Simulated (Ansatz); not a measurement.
Reaction (SMILES): N#P (N-P) + H+ → P#[NH+]
B3LYP-D3(BJ)/def2-TZVP geometries, fixed; electronic energies without zero-point terms; positive where energy is released.
Largest species:
```xyz
3

N      0.0000     0.0000    -0.9047
P      0.0000     0.0000     0.5502
H      0.0000     0.0000    -1.9194
```
Charge +1, spin multiplicity 1.

Effect of a fitting basis named in the input at HF/cc-pV(T+d)Z with Ansatz (a program for electronic structure), against the last row, where the proton affinity is 205.20 kcal/mol. A restricted Hartree-Fock determinant is unstable towards unrestricted orbitals. The proton sits at the site shown, which need not be the one that binds it best. The default fits or decomposes integrals by the program's own choice; accuracy: high also tightens integrals, grids and stops.

```json
[
 {"setting": "fitting: def2-SV(P)-JKFIT", "largest shift of a total energy (mEh)": "0.048", "shift of the proton affinity (kcal/mol)": "0.005"},
 {"setting": "fitting: def2-universal-JKFIT", "largest shift of a total energy (mEh)": "0.048", "shift of the proton affinity (kcal/mol)": "0.005"},
 {"setting": "fitting: cc-pVTZ-JKFIT", "largest shift of a total energy (mEh)": "0.184", "shift of the proton affinity (kcal/mol)": "0.003"},
 {"setting": "fitting: cc-pVQZ-JKFIT", "largest shift of a total energy (mEh)": "0.101", "shift of the proton affinity (kcal/mol)": "-0.011"},
 {"setting": "fitting: cc-pV5Z-JKFIT", "largest shift of a total energy (mEh)": "0.084", "shift of the proton affinity (kcal/mol)": "-0.010"},
 {"setting": "accuracy: high", "largest shift of a total energy (mEh)": "-0.012", "shift of the proton affinity (kcal/mol)": "0.000"},
 {"setting": "accuracy: medium (default)", "largest shift of a total energy (mEh)": "0.000", "shift of the proton affinity (kcal/mol)": "0.000"}
]
```

Within 0.02 kcal/mol in the proton affinity: fitting: def2-SV(P)-JKFIT; fitting: def2-universal-JKFIT; fitting: cc-pVTZ-JKFIT; fitting: cc-pVQZ-JKFIT; fitting: cc-pV5Z-JKFIT; accuracy: high. The largest shift is 0.184 mEh in a total energy and 0.011 kcal/mol in the difference.
